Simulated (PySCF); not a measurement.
**Electron correlation in Cl²⁺ (chlorine, charge +2)**

[Ne] 3s2 3p3, high-spin 4S determinant. All numbers are calculated (PySCF 2.14, the spin-free X2C one-electron Hamiltonian (Gaussian nucleus), in jorge-DZP-DKH). Frozen: [Ne]; 5 electrons correlated.

MP2 pair energies summed by pair of shells (mhartree):

```csv
pair,energy,share (%)
3s-3p,-48.59,65.3
3p-3p,-18.14,24.4
3s-3s,-7.65,10.3
```

Total MP2 correlation energy: -74.38 mhartree.

Same-spin part -20.12 and opposite-spin part -54.26 mhartree; SCS-MP2 scales them by 1/3 and 6/5 to -71.82 mhartree.

| level | correlation energy (mhartree) |
| --- | --- |
| CCSD | -93.03 |
| (T) | -0.90 |
| CCSD(T) | -93.93 |

Diagnostics: T1 = 0.0014, D1 = 0.0040, largest double amplitude 0.060.

Cost of the coupled-cluster step: 0.1 s of wall time on 1 thread of Neoverse-V2 (shared host), for 5 correlated electrons.

Iterations:

```
CC2 = 0
CCSD nocc = (np.int64(4), np.int64(1)), nmo = (19, 19)
frozen orbitals [[0, 1, 2, 3, 4], [0, 1, 2, 3, 4]]
max_cycle = 100
direct = 0
conv_tol = 1e-08
conv_tol_normt = 1e-06
diis_space = 8
diis_start_cycle = 0
Init t2, MP2 energy = -0.0743818483091425
Init E_corr(UCCSD) = -0.0743818483172745
cycle = 1  E_corr(UCCSD) = -0.0890104312344568  dE = -0.0146285829  norm(t1,t2) = 0.0355994
cycle = 2  E_corr(UCCSD) = -0.092012823773567  dE = -0.00300239254  norm(t1,t2) = 0.00942912
cycle = 3  E_corr(UCCSD) = -0.0930512385118787  dE = -0.00103841474  norm(t1,t2) = 0.00304803
cycle = 4  E_corr(UCCSD) = -0.0930325833157443  dE = 1.86551961e-05  norm(t1,t2) = 0.000276152
cycle = 5  E_corr(UCCSD) = -0.0930331245080154  dE = -5.41192271e-07  norm(t1,t2) = 2.4223e-05
cycle = 6  E_corr(UCCSD) = -0.0930328447761373  dE = 2.79731878e-07  norm(t1,t2) = 4.66943e-06
cycle = 7  E_corr(UCCSD) = -0.0930329843968982  dE = -1.39620761e-07  norm(t1,t2) = 3.74544e-07
cycle = 8  E_corr(UCCSD) = -0.0930329666752397  dE = 1.77216585e-08  norm(t1,t2) = 7.26056e-08
cycle = 9  E_corr(UCCSD) = -0.0930329623177939  dE = 4.35744574e-09  norm(t1,t2) = 3.03889e-08
UCCSD converged
E(UCCSD) = -459.7171516203838  E_corr = -0.09303296231779393
UCCSD(T) correction = -0.000898110458466913
```
